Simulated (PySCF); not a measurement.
# Electron correlation in Li⁺ (lithium, charge +1)

1s2, closed-shell 1S. Computed with PySCF 2.14 in Sapporo-DZP-2012 (5s2p, 11 functions), with scalar relativity by spin-free X2C-1e. Frozen: nothing; 2 electrons correlated.

Total MP2 correlation energy: -31.28 mhartree.

Same-spin part 0.00 and opposite-spin part -31.28 mhartree; SCS-MP2 scales them by 1/3 and 6/5 to -37.53 mhartree.

With two correlated electrons CCSD is exact within the correlated space (frozen core and kept virtual orbitals).

```csv
level,correlation energy (mhartree)
CCSD,-36.14
```

Diagnostics: T1 = 0.00066, D1 = 0.0009, largest double amplitude 0.026.

Cost of the coupled-cluster step: 0.02 s of wall time on 1 thread of Neoverse-V2 (shared host), for 2 correlated electrons.
